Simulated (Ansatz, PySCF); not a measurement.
Process, species as SMILES: SS (H2S2) + H+ -> S[SH2+]
Structures are relaxed separately at B3LYP-D3(BJ)/def2-TZVP in Ansatz (an electronic-structure program), one conformer each, not searched for the lowest.

Property: proton affinity (electronic energy difference), positive where the reaction releases energy, in kJ/mol. Valence correlation only, unless marked. Spin-orbit coupling is left out. Non-relativistic. CBS(X,Y): correlation extrapolated as X^-3; Hartree-Fock from the larger set.

```json
[
 {"level": "HF/aug-cc-pV(D+d)Z", "program": "Ansatz", "proton affinity (kJ/mol)": "749.7", "minus last row": "2.9"},
 {"level": "HF/cc-pwCVTZ", "program": "Ansatz", "proton affinity (kJ/mol)": "756.9", "minus last row": "10.1"},
 {"level": "PW6B95-D4/def2-TZVPD", "program": "PySCF + dftd4", "proton affinity (kJ/mol)": "752.3", "minus last row": "5.5"},
 {"level": "HSE06-D3(BJ)/def2-TZVPD", "program": "Ansatz + dftd3", "proton affinity (kJ/mol)": "753.1", "minus last row": "6.3"},
 {"level": "CAM-B3LYP-D3(BJ)/def2-TZVPD", "program": "Ansatz + dftd3", "proton affinity (kJ/mol)": "745.4", "minus last row": "-1.4"},
 {"level": "MP2/cc-pV(D+d)Z", "program": "Ansatz", "proton affinity (kJ/mol)": "753.4", "minus last row": "6.6"},
 {"level": "MP2/cc-pV(T+d)Z", "program": "Ansatz", "proton affinity (kJ/mol)": "748.3", "minus last row": "1.5"},
 {"level": "RI-MP2/CBS(aug-cc-pV(T+d)Z,aug-cc-pV(Q+d)Z)", "program": "Ansatz", "proton affinity (kJ/mol)": "740.3", "minus last row": "-6.5"},
 {"level": "SCS-MP2/6-31G*", "program": "Ansatz", "proton affinity (kJ/mol)": "730.9", "minus last row": "-15.9"},
 {"level": "SCS-MP2/aug-cc-pV(T+d)Z", "program": "Ansatz", "proton affinity (kJ/mol)": "754.1", "minus last row": "7.3"},
 {"level": "CCSD/aug-cc-pV(T+d)Z", "program": "Ansatz", "proton affinity (kJ/mol)": "754.6", "minus last row": "7.8"},
 {"level": "CCSD/cc-pwCVTZ", "program": "Ansatz", "proton affinity (kJ/mol)": "758.1", "minus last row": "11.3"},
 {"level": "CCSD(T)/def2-TZVPPD", "program": "Ansatz", "proton affinity (kJ/mol)": "754.0", "minus last row": "7.2"},
 {"level": "CCSD(T)/def2-QZVPP", "program": "Ansatz", "proton affinity (kJ/mol)": "750.8", "minus last row": "4.0"},
 {"level": "CCSD(T)/CBS(def2-TZVPPD,def2-QZVPPD)", "program": "Ansatz", "proton affinity (kJ/mol)": "746.8", "minus last row": "0.0"}
]
```
